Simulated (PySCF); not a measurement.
Computed IR spectrum (relative IR intensity) of a molecule C2H4ClNOSi. Coordinates come from a PBE0-D3(BJ)/def2-SVP optimisation. One conformer was computed; it need not be the lowest. All values below come from PySCF with PBE0-D3(BJ)/def2-SVP. Frequencies are harmonic and unscaled.

Lines under 2 % of the strongest are left out, and lines within 2 cm⁻¹ are merged.

```json
[
 {"ν (cm⁻¹)": "292", "relative intensity": "5.2"},
 {"ν (cm⁻¹)": "530", "relative intensity": "9.4"},
 {"ν (cm⁻¹)": "556", "relative intensity": "19"},
 {"ν (cm⁻¹)": "686", "relative intensity": "17"},
 {"ν (cm⁻¹)": "692", "relative intensity": "16"},
 {"ν (cm⁻¹)": "779", "relative intensity": "31"},
 {"ν (cm⁻¹)": "867", "relative intensity": "89"},
 {"ν (cm⁻¹)": "893", "relative intensity": "56"},
 {"ν (cm⁻¹)": "1229", "relative intensity": "84"},
 {"ν (cm⁻¹)": "1276", "relative intensity": "16"},
 {"ν (cm⁻¹)": "1418", "relative intensity": "4.9"},
 {"ν (cm⁻¹)": "2328", "relative intensity": "35"},
 {"ν (cm⁻¹)": "2436", "relative intensity": "100"}
]
```

Q: Identify the compound among the candidates.
(A) CC1=N[Si@@H](Cl)O1
(B) C[Si@@H](Cl)OC#N
(C) O[Si@@]1(Cl)C=NC1
(D) Cl[Si@H]1COC=N1

A: B, C[Si@@H](Cl)OC#N
